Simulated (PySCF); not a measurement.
Atoms are numbered as in `[OH:1][SiH2:2][O:3][SiH3:4]` (H(Xn): hydrogen on atom n).

Geometry: PBE0-D3(BJ)/def2-SVP; GIAO shifts from PySCF 2.14, gas phase, non-relativistic, averaged over equivalent atoms.

At PBE0/pcSseg-0 (56 basis functions, 3 s wall time on 1 thread of an Arm Neoverse V1, shared host):
```
 atoms  δ (ppm)
    O1     39.2
    O3      1.9
   Si2    -46.5
   Si4    -72.0
H(Si2)     5.76
H(Si4)     5.56
 H(O1)     1.18
```

Chemical shifts δ = σref − σ; ¹⁷O (σ = 337.86 ppm) against H2O; TMS for ²⁹Si (σ = 348.52 ppm) and ¹H (σ = 32.83 ppm), all at this level.

**Question.** Predict the values at KT3/pcSseg-2 on the same geometry.

**Answer.** 
| atoms | δ at KT3/pcSseg-2 | change |
| --- | --- | --- |
| O1 | 62.9 | +23.7 |
| O3 | 54.1 | +52.2 |
| Si2 | -39.1 | +7.4 |
| Si4 | -47.8 | +24.2 |
| H(Si2) | 5.00 | -0.76 |
| H(Si4) | 5.08 | -0.48 |
| H(O1) | 1.66 | +0.48 |

Chemical shifts δ = σref − σ; ¹⁷O (323.80 ppm) against H2O; TMS for ²⁹Si (358.24 ppm), ¹H (31.35 ppm), all at this level.

The largest change is at O3 (oxygen bonded to 2 Si). Cost: 242 basis functions, 24 s wall time on 1 thread of an Arm Neoverse V2, shared host.

Experimental scales use liquid or dissolved standards, which lie at an offset from isolated H2O (liquid H2O: subtract about 36 ppm).
